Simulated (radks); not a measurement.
The terbium ion Tb20+, 45 electrons, occupied as [Kr] 4d9.

Method: Dirac Kohn-Sham, exchange-only PBE, spin-unpolarised, spherical densities, finite nucleus; open shells fill j = l - 1/2 first; Fermi nuclear charge, rms radius 5.06 fm; computed with a radial shooting solver on a logarithmic mesh with Libxc functionals.

Energy parts (Ry):
| part | energy |
|---|---|
| total | -23132.2285 |
| kinetic | 25330.1295 |
| electron-nucleus | -55127.2354 |
| Hartree | 7133.5970 |
| exchange | -468.7196 |

Orbitals (lengths in bohr, moments of r in powers of bohr; <r^-3> diverges for s and p1/2):
orbital	occ.	eigenvalue (Ry)	<r^-3>	small-component weight
1s1/2	2	-3846.251	-	5.88e-02
2s1/2	2	-670.2030	-	1.30e-02
2p1/2	2	-638.8498	-	1.31e-02
2p3/2	4	-583.9971	10440	1.21e-02
3s1/2	2	-179.4512	-	4.16e-03
3p1/2	2	-165.8470	-	4.10e-03
3p3/2	4	-154.4734	2241	3.83e-03
3d3/2	4	-131.0490	377.0	3.70e-03
3d5/2	6	-128.5706	334.0	3.62e-03
4s1/2	2	-64.46407	-	1.46e-03
4p1/2	2	-58.99621	-	1.40e-03
4p3/2	4	-56.10601	576.0	1.32e-03
4d3/2	4	-47.01160	88.92	1.19e-03
4d5/2	5	-46.43631	78.26	1.16e-03
5s1/2	0	-31.78654	-	6.05e-04
5p1/2	0	-29.53700	-	5.75e-04
5p3/2	0	-28.58033	193.3	5.52e-04

The highest occupied level is 4d5/2 at -631.80 eV. The density falls to 0.001 e/bohr^3 at r = 1.50 bohr. Summed over all electrons, <r^2> = 6.953 bohr^2, which gives a Langevin (diamagnetic) susceptibility term of -5.51 x 10^-6 cm^3/mol. For comparison, the ionisation energy in NIST's Atomic Spectra Database is 651 eV (theoretical). In exact Kohn-Sham theory the highest level is minus the ionisation energy, but local and semilocal functionals leave it too shallow, through self-interaction and a potential that decays too fast; potentials with the right tail come closer.

Beside tabulated values, note that spin-unpolarised runs miss the spin-polarisation part of the exchange energy of open shells.
